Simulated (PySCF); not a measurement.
Correlation energy of As⁺ (arsenic, charge +1)

[Ar] 3d10 4s2 4p2, high-spin 3P determinant. Calculation: PySCF 2.14, in x2c-TZVPall (6s5p4d1f, 48 functions); scalar relativity by spin-free X2C-1e. Frozen: [Ar] 3d10; 4 electrons correlated.

MP2 pair energies summed by pair of shells (mhartree):

| pair | energy | share (%) |
| --- | --- | --- |
| 4s-4p | -32.65 | 61.9 |
| 4s-4s | -14.90 | 28.3 |
| 4p-4p | -5.19 | 9.8 |

Total MP2 correlation energy: -52.74 mhartree.

Same-spin part -8.81 and opposite-spin part -43.93 mhartree; SCS-MP2 scales them by 1/3 and 6/5 to -55.65 mhartree.

```json
{"level": "CCSD", "correlation energy (mhartree)": "-67.72"}
{"level": "(T)", "correlation energy (mhartree)": "-1.58"}
{"level": "CCSD(T)", "correlation energy (mhartree)": "-69.30"}
```

Diagnostics: T1 = 0.0070, D1 = 0.0190, largest double amplitude 0.090.

Q: Is a single reference adequate?

A: Mostly. T1 lies below 0.03, but a double amplitude of this size points to a near-degeneracy that CCSD handles and MP2 describes poorly.
